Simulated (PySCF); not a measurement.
Gas-phase reaction: In(CH3)3 + C2H4 ⇌ InCH3 + 2 C2H5

Computed with PySCF and rigid-rotor harmonic-oscillator thermochemistry at 1 bar. † marks an energy on the PBE0/def2-TZVP geometry and frequencies; other levels use their own. Open shells (unrestricted): C2H5 (multiplicity 2); the rest are closed-shell singlets. In: scalar-relativistic def2 core potential, no spin-orbit coupling. InCH3: computed as isolated molecules; such fragments, hydroxides, amides, oligomers or adducts are transient or little studied in the gas.

BLYP/def2-TZVP† gives ΔH°(298 K) = 219 kJ.

Problem. What do PBE/def2-SVP, r2SCAN/def2-TZVP†, HF/def2-TZVP† give?

Solution. PBE/def2-SVP: 226 kJ; r2SCAN/def2-TZVP†: 225 kJ; HF/def2-TZVP†: 125 kJ. For scale, ΔH°(298 K) is 219 kJ at this level, 272 kJ at ωB97M-V/def2-TZVP†, and runs from 125 to 303 kJ over the 15 levels computed.
